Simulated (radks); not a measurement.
Effect of the nuclear size on the bismuth ion Bi3+, [Hg]. Calculated with a radial shooting solver on a logarithmic mesh with Libxc functionals: Dirac Kohn-Sham, exchange-only LDA, spin-unpolarised, spherical densities, finite nucleus; Fermi nuclear charge, rms radius 5.5211 fm. The rms radius is varied about that value; shifts are against it.

rms radius (fm)  total energy shift (eV)  density at nucleus (e/bohr^3)  1s1/2 shift (meV)  2s1/2 shift (meV)  5s1/2 shift (meV)  5p1/2 shift (meV)  6s1/2 shift (meV)  6p1/2 (empty) shift (meV)  7s1/2 (empty) shift (meV)
4.9083                             -30.3                      3.116e+06             -12000              -1850              -22.9              0.422              -3.06                      0.424                     -0.644
5.3444                             -8.93                          3e+06              -3550               -544              -6.76              0.124             -0.903                      0.125                     -0.190
5.5211                                 0                      2.957e+06              0.000              0.000              0.000              0.000              0.000                      0.000                      0.000
5.9076                              20.1                      2.869e+06               7980               1220               15.2             -0.277               2.03                     -0.281                      0.427
6.1008                              30.4                      2.828e+06              12100               1850               23.0             -0.419               3.08                     -0.426                      0.647

Slopes of the eigenvalues against <r^2> in GHz/fm^2, as finite differences over the two radii next to the reference (eigenvalue slopes, not the field-shift constants of lines): 1s1/2 440000, 2s1/2 67500, 5s1/2 838, 5p1/2 -15.3, 6s1/2 112, 6p1/2 (empty) -15.5, 7s1/2 (empty) 23.6.
